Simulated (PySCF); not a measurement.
PySCF input for BH, SMILES [BH] (connectivity only; charge and spin as stated), neutral, multiplicity 1, TDA-LC-ωPBE/def2-TZVPD. Geometry: PBE0-D3(BJ)/def2-TZVPD.

```python
import numpy as np
from pyscf import gto, scf, dft, tdscf

mol = gto.M(
    atom='''
    B     0.00000000    0.00000000   -0.20686521
    H     0.00000000    0.00000000    1.03432604
    ''',
    basis='def2-TZVPD',
    charge=0,
    spin=0,
    symmetry=True,
    symmetry_subgroup='C2v',
    max_memory=1600,
    verbose=4,
)
mf = dft.RKS(mol, xc='lc_wpbe').density_fit(auxbasis='def2-universal-jkfit')
mf.grids.level = 3
mf.conv_tol = 1e-9
mf.max_cycle = 100
mf.kernel()
mf.grids = dft.Grids(mol).set(level=1).build(with_non0tab=True)  # coarser grid for the response kernel
td = tdscf.TDA(mf)
td.singlet = True
td.nstates = 10
td.conv_tol = 1e-4
td.positive_eig_threshold = 1e-6
td.kernel(x0=td.get_init_guess(mf, 15))
td.analyze()
tt = tdscf.TDA(mf)
tt.singlet = False
tt.nstates = 4
tt.conv_tol = 1e-4
tt.positive_eig_threshold = 1e-6
tt.kernel(x0=tt.get_init_guess(mf, 9))
tt.analyze(verbose=3)
```

It prints:

```
PySCF version 2.14.0

[INPUT] verbose = 4
[INPUT] num. atoms = 2
[INPUT] num. electrons = 6
[INPUT] charge = 0
[INPUT] spin (= nelec alpha-beta = 2S) = 0
[INPUT] symmetry True subgroup C2v
[INPUT] Mole.unit = angstrom
[INPUT] Symbol           X                Y                Z      unit          X                Y                Z       unit  Magmom
[INPUT]  1 B      0.000000000000   0.000000000000  -0.206865210000 AA    0.000000000000   0.000000000000  -0.390918591601 Bohr   0.0
[INPUT]  2 H      0.000000000000   0.000000000000   1.034326040000 AA    0.000000000000   0.000000000000   1.954592939106 Bohr   0.0

nuclear repulsion = 2.13173115311601
point group symmetry = Coov, use subgroup C2v
symmetry origin: [ 0.00000000e+00  0.00000000e+00 -3.14954351e-09]
symmetry axis x: [1. 0. 0.]
symmetry axis y: [0. 1. 0.]
symmetry axis z: [0. 0. 1.]
num. orbitals of irrep A1 = 22
num. orbitals of irrep A2 = 4
num. orbitals of irrep B1 = 10
num. orbitals of irrep B2 = 10
number of shells = 18
number of NR pGTOs = 63
number of NR cGTOs = 46
basis = def2-TZVPD
ecp = {}


[settings echo left out]
init E= -25.0727180830695
HOMO (A1) = -0.201943642437007  LUMO (B1) = -0.0355815232056609  gap/eV = 4.52694
cycle= 1 E= -25.2511893834254  delta_E= -0.178  |g|= 0.134  |ddm|= 0.732
HOMO (A1) = -0.362114221860606  LUMO (B2) = -0.0154431770454839  gap/eV = 9.43340
cycle= 2 E= -25.2593669143613  delta_E= -0.00818  |g|= 0.0296  |ddm|= 0.184
HOMO (A1) = -0.345873369302588  LUMO (B2) = 0.00282838830821049  gap/eV = 9.48866
cycle= 3 E= -25.2598162181981  delta_E= -0.000449  |g|= 0.00876  |ddm|= 0.0533
HOMO (A1) = -0.347109283572006  LUMO (B1) = 0.0021467708128903  gap/eV = 9.50374
cycle= 4 E= -25.2598922853579  delta_E= -7.61e-05  |g|= 0.00204  |ddm|= 0.0256
HOMO (A1) = -0.347267159569668  LUMO (B2) = 0.00182781035557379  gap/eV = 9.49936
cycle= 5 E= -25.259898307473  delta_E= -6.02e-06  |g|= 0.000393  |ddm|= 0.00835
HOMO (A1) = -0.347238714837465  LUMO (B1) = 0.0018153001140606  gap/eV = 9.49824
cycle= 6 E= -25.2598985625754  delta_E= -2.55e-07  |g|= 4.76e-05  |ddm|= 0.00195
HOMO (A1) = -0.347252550360945  LUMO (B1) = 0.00180484318254853  gap/eV = 9.49834
cycle= 7 E= -25.2598985659215  delta_E= -3.35e-09  |g|= 5.82e-06  |ddm|= 0.000281
HOMO (A1) = -0.347253363961723  LUMO (B1) = 0.00180405025558736  gap/eV = 9.49834
cycle= 8 E= -25.2598985659626  delta_E= -4.11e-11  |g|= 7.06e-07  |ddm|= 5.13e-05
HOMO (A1) = -0.347253429574664  LUMO (B2) = 0.00180398543109283  gap/eV = 9.49834
Extra cycle  E= -25.259898565963  delta_E= -3.87e-13  |g|= 2.09e-07  |ddm|= 5.01e-06
converged SCF energy = -25.259898565963
tot grids = 7656
Overwritten attributes  positive_eig_threshold  of <class 'pyscf.tdscf.rks.TDA'>


******** <class 'pyscf.tdscf.rks.TDA'> for <class 'pyscf.df.df_jk.DFSymAdaptedRKS'> ********
nstates = 10 singlet
deg_eia_thresh = 1.000e-03
wfnsym = None
conv_tol = 0.0001
eigh lindep = 1e-12
eigh level_shift = 0
eigh max_cycle = 100


Excitation energies (eV)
[2.76858638 2.76858638 6.53874386 8.94230098 9.13582572 9.24368989
 9.24368989 9.27198542 9.2720576  9.4818555 ]

** Singlet excitation energies and oscillator strengths **
Excited State   1:   B2      2.76859 eV    447.82 nm  f=0.0375
       3 -> 5        -0.69259
       3 -> 14        0.10092
Excited State   2:   B1      2.76859 eV    447.82 nm  f=0.0375
       3 -> 4        -0.69259
       3 -> 13        0.10092
Excited State   3:   A1      6.53874 eV    189.61 nm  f=0.1151
       3 -> 6         0.68421
       3 -> 7         0.11543
       3 -> 15        0.12241
Excited State   4:   A1      8.94230 eV    138.65 nm  f=0.1210
       3 -> 7        -0.41687
       3 -> 8        -0.56156
Excited State   5:   A1      9.13583 eV    135.71 nm  f=0.3159
       3 -> 6        -0.10385
       3 -> 7         0.54990
       3 -> 8        -0.42285
Excited State   6:   B2      9.24369 eV    134.13 nm  f=0.0796
       2 -> 5         0.16580
       3 -> 10        0.67769
Excited State   7:   B1      9.24369 eV    134.13 nm  f=0.0796
       2 -> 4         0.16580
       3 -> 9         0.67769
Excited State   8:   A1      9.27199 eV    133.72 nm  f=0.0000
       3 -> 12       -0.70443
Excited State   9:   A2      9.27206 eV    133.72 nm  f=0.0000
       3 -> 11       -0.70443
Excited State  10:   B2      9.48186 eV    130.76 nm  f=0.1313
       2 -> 5        -0.13436
       3 -> 5        -0.11759
       3 -> 14       -0.67796

** Transition electric dipole moments (AU) **
state          X           Y           Z        Dip. S.      Osc.
  1         0.0000     -0.7436     -0.0000      0.5530      0.0375
  2        -0.7436      0.0000     -0.0000      0.5530      0.0375
  3        -0.0000      0.0000     -0.8477      0.7185      0.1151
  4         0.0000      0.0000     -0.7431      0.5522      0.1210
  5        -0.0000     -0.0000     -1.1879      1.4112      0.3159
  6        -0.0000     -0.5928     -0.0000      0.3514      0.0796
  7        -0.5928     -0.0000      0.0000      0.3514      0.0796
  8         0.0000      0.0000     -0.0000      0.0000      0.0000
  9        -0.0000     -0.0000     -0.0000      0.0000      0.0000
 10        -0.0000     -0.7518      0.0000      0.5652      0.1313

** Transition velocity dipole moments (imaginary part, AU) **
state          X           Y           Z        Dip. S.      Osc.
  1        -0.0000      0.0152     -0.0000      0.0002      0.0015
  2         0.0152      0.0000     -0.0000      0.0002      0.0015
  3        -0.0000      0.0000     -0.2028      0.0411      0.1141
  4        -0.0000      0.0000     -0.2392      0.0572      0.1160
  5        -0.0000     -0.0000     -0.3328      0.1107      0.2199
  6        -0.0000     -0.1823     -0.0000      0.0332      0.0652
  7        -0.1823     -0.0000      0.0000      0.0332      0.0652
  8         0.0000      0.0000     -0.0000      0.0000      0.0000
  9        -0.0000     -0.0000     -0.0000      0.0000      0.0000
 10        -0.0000     -0.2522     -0.0000      0.0636      0.1217

** Transition magnetic dipole moments (imaginary part, AU) **
state          X           Y           Z
  1         1.2864     -0.0000      0.0000
  2         0.0000     -1.2864     -0.0000
  3         0.0000     -0.0000     -0.0000
  4         0.0000     -0.0000     -0.0000
  5         0.0000      0.0000      0.0000
  6        -0.0028      0.0000      0.0000
  7        -0.0000      0.0028      0.0000
  8         0.0000     -0.0000     -0.0000
  9        -0.0000      0.0000     -0.0000
 10        -0.1275     -0.0000      0.0000


******** <class 'pyscf.tdscf.rks.TDA'> for <class 'pyscf.df.df_jk.DFSymAdaptedRKS'> ********
nstates = 4 triplet
deg_eia_thresh = 1.000e-03
wfnsym = None
conv_tol = 0.0001
eigh lindep = 1e-12
eigh level_shift = 0
eigh max_cycle = 100


Excitation energies (eV)
[0.78579987 0.78579987 6.24194028 7.61993841]

** Triplet excitation energies and oscillator strengths **
Excited State   1:   B2      0.78580 eV   1577.81 nm  f=0.0000
Excited State   2:   B1      0.78580 eV   1577.81 nm  f=0.0000
Excited State   3:   A1      6.24194 eV    198.63 nm  f=0.0000
Excited State   4:   B2      7.61994 eV    162.71 nm  f=0.0000
```

The calculation finished and met its thresholds.
